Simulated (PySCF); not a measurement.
## YS at PBE0

Level: PBE0. basis Y x2c-TZVPPall, S x2c-TZVPPall; spin-free X2C with a Gaussian nucleus; PySCF 2.14.

- state: ²Δ (doublet), unpaired electrons δ ↑, a second solution, started from another occupation
- bond length: 2.303 Å
- harmonic wavenumber: 465 cm⁻¹
- force constant: 3.00 mdyn/Å
- rotational constant Be: 0.1352 cm⁻¹
- anharmonicity ωexe: 1.14 cm⁻¹
- vibration–rotation constant αe: 0.000448 cm⁻¹
- energy of the minimum from ground-state Y (4d1 5s2) + S: -4.36 eV
- bond order (Mayer): 2.37
- dipole moment (positive dipole means Y(−)S(+)): -8.99 D

Spin–orbit coupling is left out, which matters for elements this heavy, above all for dissociation energies.
